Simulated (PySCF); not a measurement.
Vertical excitations of a molecule C4H9O, multiplicity 2 from PySCF with TDA-PBE/def2-SVPD, as energy in eV (oscillator strength): 0.46 (0.000), 3.51 (0.000), 3.65 (0.003), 3.78 (0.005), 3.93 (0.001), 4.67 (0.001), 4.91 (0.021), 5.65 (0.010), 6.05 (0.002), 6.07 (0.013). The structure is a stationary point at PBE0-D3(BJ)/def2-SVP. The values are those of a single conformer.

**Question.** Which molecule gave these data?
(A) [CH2]C(C)(C)O
(B) CC(C)(C)[O]
(C) CCCC[O]
(D) CCC[CH]O

**Answer.** B, CC(C)(C)[O]
